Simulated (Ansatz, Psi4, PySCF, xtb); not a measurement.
Dimer: HF (SMILES F) (first 2 atoms) with H2 (SMILES [H][H]); geometry from B3LYP-D3(BJ)/def2-TZVP.
(charge 0, multiplicity 1):
```xyz
4

F     -0.08210     0.19386    -0.50397
H     -0.06940     0.09894     0.41765
H     -0.09103    -0.45966     2.30920
H      0.00800     0.27668     2.37974
```

Monomers are frozen at their geometry in the pair; levels with a basis set take the counterpoise correction. Rows marked so take none.

Frozen-core correlation. Rows in 6-311+G** carry no dispersion term and start afresh at each structure.

Programs: Ansatz (Gaussian orbitals); Psi4 for SAPT; PySCF for 6-311+G** rows, the dispersion terms; xtb for the GFN methods. 

```json
[
 {"level": "GFN2-xTB", "interaction energy (meV)": "-40.6"},
 {"level": "PBE-D4/def2-TZVPPD", "interaction energy (meV)": "-67.7"},
 {"level": "BLYP-D3(BJ)/def2-TZVPPD", "interaction energy (meV)": "-49.1"},
 {"level": "r2SCAN/def2-TZVPPD", "interaction energy (meV)": "-45.4"},
 {"level": "B3LYP/6-311+G** (no counterpoise)", "interaction energy (meV)": "-38.8"},
 {"level": "PBE0/def2-TZVPPD", "interaction energy (meV)": "-54.8"},
 {"level": "B2PLYP-D3(BJ)/def2-TZVPPD", "interaction energy (meV)": "-48.0"},
 {"level": "CCSD(T)/aug-cc-pVTZ", "interaction energy (meV)": "-42.9"},
 {"level": "SAPT0/jun-cc-pV(D+d)Z", "interaction energy (meV)": "___"}
]
```

Q: Fill in the missing entries.

A: 
- SAPT0/jun-cc-pV(D+d)Z, interaction energy (meV): -33.1

Ansatz is a quantum-chemistry and plane-wave program.
